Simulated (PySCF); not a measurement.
The vertical singlet excitations below were computed for one of the candidates. Method used: TDDFT CAM-B3LYP/def2-SVPD, vertical, gas phase, core orbitals frozen in the response in PySCF 2.14.0, density-fitted response routines. Geometries: GFN2-xTB, one conformer each.

```csv
state,λ (nm),f
S1,221.5,0.0038
S2,211.3,0.0043
S3,184.8,0.0037
S4,180.3,0.0032
S5,175.6,0.0096
S6,172.5,0.057
S7,171.8,0.020
S8,169.5,0.016
```

Question: Which candidate is it?
A. `N#C[C@H]1C[Si@H](S[SiH3])C1`
B. `N[SiH](N)[C@H](F)CCF`
C. `FC(F)(F)CS[SiH2][SiH3]`
D. `C(c1sccc1)=C`
E. `O=C(C(F)(F)F)[SiH2]O[SiH3]`

Answer: C. Its S1 lies at 5.60 eV; the nearest of the others has S1 at 5.99 eV. S1 is HOMO→LUMO (78%), HOMO→LUMO+1 (15%). Löwdin shares by element: HOMO sulfur 69%, silicon 9% or more, carbon 9% or more; LUMO silicon 51%, sulfur 16%, hydrogen 7% or more (atoms not listed hold the other 25%). At the same level the other candidates give, for their lowest levels:
- `C=Cc1cccs1`: 269 nm (f 0.272); 229 nm (f 0.101); 211 nm (f 0.000); 200 nm (f 0.007); 191 nm (f 0.000); T1 2.84 eV; HOMO -7.48, LUMO -0.25 eV
- `N[SiH](N)[C@H](F)CCF`: 190 nm (f 0.029); 181 nm (f 0.049); 164 nm (f 0.009); 161 nm (f 0.019); 159 nm (f 0.016); T1 6.22 eV; HOMO -8.58, LUMO 1.06 eV
- `O=C([SiH2]O[SiH3])C(F)(F)F`: 363 nm (f 0.001); 191 nm (f 0.019); 188 nm (f 0.007); 180 nm (f 0.001); 167 nm (f 0.007); T1 2.71 eV; HOMO -9.36, LUMO -1.18 eV
- `N#C[C@H]1C[Si@H](S[SiH3])C1`: 207 nm (f 0.021); 202 nm (f 0.016); 191 nm (f 0.005); 175 nm (f 0.003); 171 nm (f 0.003); T1 5.71 eV; HOMO -8.82, LUMO 0.41 eV

Shape of the structure used: `[F:1][C:2]([F:3])([F:4])[CH2:5][S:6][SiH2:7][SiH3:8]`: F1–C2–C5–S6 169°, C2–C5–S6–Si7 73°, C5–S6–Si7–Si8 159°.
Triplets come from the Tamm–Dancoff approximation.
